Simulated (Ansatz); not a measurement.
## MoCl2O2 (molybdenum dichloride dioxide): methods side by side

The species is MoCl2O2 (5 atoms), meant as a singlet with charge 0. As SMILES, `O=[Mo](=O)(Cl)Cl`. The shape was relaxed beforehand at r2SCAN/def2-SVP.

Each level gives the adiabatic electron affinity (to the doublet anion, shapes relaxed at r2SCAN/def2-SVP, no zero-point term) (eV). The values are calculated.

The electron affinity is E(neutral) − E(anion): positive where the electron is bound.

```json
{"level": "SVWN5/def2-SVP (core potential)", "kind": "LDA", "program": "Ansatz", "value (eV)": "1.82"}
{"level": "BLYP/def2-SVP (core potential)", "kind": "GGA", "program": "Ansatz", "value (eV)": "1.86"}
{"level": "r2SCAN/def2-SVP (core potential)", "kind": "meta-GGA", "program": "Ansatz", "value (eV)": "2.19"}
{"level": "B3LYP/def2-SVP (core potential)", "kind": "global hybrid", "program": "Ansatz", "value (eV)": "2.38"}
{"level": "PBE0-D4/def2-SVP (core potential)", "kind": "global hybrid", "program": "Ansatz", "value (eV)": "2.42"}
{"level": "CAM-B3LYP/def2-SVP (core potential)", "kind": "range-separated hybrid", "program": "Ansatz", "value (eV)": "2.58"}
{"level": "B2PLYP/def2-SVP (core potential)", "kind": "double hybrid", "program": "Ansatz", "value (eV)": "1.96"}
{"level": "MP2/def2-SVP (core potential)", "kind": "perturbation theory", "program": "Ansatz", "value (eV)": "0.83"}
```

Spin-orbit coupling, which can split open shells on such heavy atoms by tenths of an eV, is left out. The values span 0.83 to 2.58 eV. Spin contamination of the reference (⟨S²⟩ at least 0.1 too high) touches MP2/def2-SVP.
